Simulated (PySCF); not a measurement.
Si(SH)4.
Bonds: Si1–S2, Si1–S4, Si1–S6, Si1–S8. Hydrogens: H3 on S2; H5 on S4; H7 on S6; H9 on S8.

The closed-shell ground state was solved at several levels (PySCF, density fitting, gas phase, non-relativistic). Geometry: PBE0-D3(BJ)/def2-SVP; no solvent, vibrations or thermal averaging.

```json
{"level": "KT2/pcSseg-1", "basis functions": "140", "HOMO (eV)": "-6.57", "LUMO (eV)": "-1.45", "gap (eV)": "5.12", "dipole (D)": "0.04"}
{"level": "wB97X-D/def2-SVPD", "basis functions": "164", "HOMO (eV)": "-9.52", "LUMO (eV)": "1.02", "gap (eV)": "10.54", "dipole (D)": "0.03"}
```

Problem. Estimate the row for PBE0/pcSseg-1, a basis of 140 functions; the other rows only guide the guess.

Solution. HOMO -7.75 eV, LUMO -0.42 eV, gap 7.33 eV, dipole 0.04 D.

Problem. Over all these levels, which gives the widest orbital gap and which the narrowest?

Solution. wB97X-D/def2-SVPD (range-separated hybrid) has the widest, 10.54 eV, and KT2/pcSseg-1 (GGA) the narrowest, 5.12 eV. Functional and basis both differ between the two, so the spread mixes both effects.

Problem. How far do the dipole and the HOMO energy spread over the levels?

Solution. The dipole runs from 0.03 to 0.04 D (mean 0.04 D) and the HOMO from -9.52 to -6.57 eV.
